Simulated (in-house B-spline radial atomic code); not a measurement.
Configurations of Cl⁵⁺, with energies counted from [Ne] 3s2. All numbers are computed (scalar-relativistic (X2C) BHandHLYP, spin-polarised, spherical fractional occupations, exact exchange averaged over the configuration; Fermi nucleus of rms radius 3.3654 fm) with an all-electron radial atomic-structure program (B-spline basis), not measured. Shells without spins written out take the highest spin.

Occupations are held fixed; configurations that lie above the ionisation limit could autoionise.

```csv
configuration,E - E(ref) (eV),highest orbital,its <r> (bohr)
[Ne] 3s1 3p1,12.071,3p up,1.374
[Ne] 3s1 4s1,50.249,4s up,2.687
[He] 2s2 2p5 3s2 4p1,257.78,4p up,2.771
[He] 2s2 2p5 3s2 4d1,264.95,4d up,2.986
[He] 2s1 2p6 3s2 3p1,276.12,3p up,1.312
[He] 2s1 2p6 3s2 4f1,333.58,4f up,2.824
```

Q: Order these further configurations by energy, lowest first.
A. [He] 2s2 2p5 3s2 3d1
B. [He] 2s2 2p5 3s2 3p1
C. [He] 2s1 2p6 3s2 4p1
D. [He] 2s1 2p6 3s2 3d1
E. [He] 2s1 2p6 3s2 4s1

A: B (210.8 eV), A (233.3 eV), D (298.3 eV), E (317.48 eV), C (322.91 eV).

Q: How far above the reference does [Ne] 3s1 3d1 lie?

A: 33.773 eV; its least bound orbital is 3d up with <r> = 1.465 bohr.
